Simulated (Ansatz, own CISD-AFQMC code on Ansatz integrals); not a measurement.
CH6OSi, SMILES `OC[SiH3]` (H–O–C–Si torsion 61°) (charge 0, multiplicity 1).

Cartesian coordinates (Å):
SMILES: OC[SiH3]
```xyz
9

O     -1.4838     0.9430     0.1645
C     -0.8097    -0.3206     0.0706
Si     1.0434    -0.1198    -0.2772
H     -1.0972     1.4460     0.8894
H     -0.9769    -0.9289     0.9688
H     -1.2860    -0.8525    -0.7554
H      1.7232    -1.4392    -0.2620
H      1.2602     0.5361    -1.5867
H      1.6268     0.7359     0.7881
```
Charge 0, spin multiplicity 1.

Frozen-core correlation energies in cc-pVDZ at a geometry from B3LYP-D3(BJ)/def2-TZVP, on an HF energy of -405.13489 Ha (<S^2> = 0.00). Wave-function levels are from Ansatz, the walk from an own CISD-AFQMC code on Ansatz integrals (time step 0.005/Ha, trial state from CCSD amplitudes, largest double 0.02).

```json
[
 {"level": "MP2", "correlation energy (mHa)": "-438.4"},
 {"level": "CCSD", "correlation energy (mHa)": "-482.6"},
 {"level": "CCSD(T)", "correlation energy (mHa)": "-494.1"}
]
```

### Question
What correlation energy does phaseless AFQMC give, and where does it lie among these levels?

### Answer
-495.4 ± 0.4 mHa (one standard error). AFQMC minus each level: MP2 -57.0 mHa, CCSD -12.8 mHa, CCSD(T) -1.2 mHa.
